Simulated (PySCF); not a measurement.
C6H13P.
SMILES: `C/C=P/[C@H](C)CC`

The calculation used PySCF, TDDFT CAM-B3LYP/def2-SVPD, vertical, gas phase, core orbitals frozen in the response. The structure is a single GFN2-xTB conformer in the gas phase; no vibrational or solvent corrections. Torsions of this conformer, `[CH3:1]/[CH:2]=[P:3]/[C@H:4]([CH3:5])[CH2:6][CH3:7]`: C2–P3–C4–C5 64°, P3–C4–C6–C7 -61°.

Computed states:

```tsv
state	E (eV)	f
S1	4.49	0.0065
S2	5.26	0.211
S3	6.24	0.0010
S4	6.43	0.0047
S5	7.15	0.038
S6	7.22	0.172
S7	7.40	0.018
S8	7.41	0.018
```

Broadening: Gaussians 0.25 eV wide at half height, area fixed by f = 4.319×10⁻⁹ ∫ε dν̃. The width is an assumption, not a result. The curve ends short of the highest state used, and states not computed would add to its high-energy end.

Question: Give the broadened spectrum and its maxima.

Answer: 
(E (eV), ε (L mol⁻¹ cm⁻¹)): (4.11, 1), (4.16, 6), (4.21, 23), (4.26, 70), (4.31, 172), (4.36, 339), (4.41, 534), (4.46, 674), (4.51, 681), (4.55, 586), (4.60, 397), (4.65, 216), (4.70, 94), (4.75, 33), (4.80, 11), (4.85, 14), (4.90, 65), (4.95, 289), (5.00, 1041), (5.05, 3003), (5.09, 5974), (5.14, 11559), (5.19, 17917), (5.24, 22248), (5.29, 22129), (5.34, 17633), (5.39, 11255), (5.44, 5755), (5.49, 2357), (5.54, 774), (5.59, 203), (5.63, 60), (5.68, 10), (5.73, 1), (5.78, 0), (5.83, 0), (5.88, 0), (5.93, 2), (5.98, 6), (6.03, 17), (6.08, 39), (6.13, 76), (6.17, 116), (6.22, 183), (6.27, 274), (6.32, 387), (6.37, 491), (6.42, 533), (6.47, 478), (6.52, 348), (6.57, 205), (6.62, 97), (6.66, 45), (6.71, 15), (6.76, 9), (6.81, 33)

Maxima: 276 nm (4.49 eV), ε about 700, made up of S1 (100%); 236 nm (5.26 eV), ε about 23000, made up of S2 (100%); 193 nm (6.42 eV), ε about 530, made up of S4 (95%) (ε in L mol⁻¹ cm⁻¹; maxima over ε = 5, shares over 10%). At its high-energy end, 6.81 eV, the curve is still rising (ε about 33, from S5 and S6).

Question: What would ε be at 5.26 eV, the highest of these maxima, with half the width (0.125 eV)?

Answer: About 45500 L mol⁻¹ cm⁻¹ against 22800, a factor of about 1.99; a lone state at its own centre would give exactly 2.

Question: On this curve, what absorbance would a 10⁻³ mol/L sample give at 266 nm over a 1 cm path?

Answer: 266 nm is 4.661 eV, where ε is about 180 L mol⁻¹ cm⁻¹, so A = ε c l ≈ 0.18 (Beer–Lambert, with the gas-phase spectrum and the assumed width).

Question: Coming from long wavelengths, where does ε first pass 100 L mol⁻¹ cm⁻¹?

Answer: At about 290 nm (4.28 eV), 0.21 eV below S1.
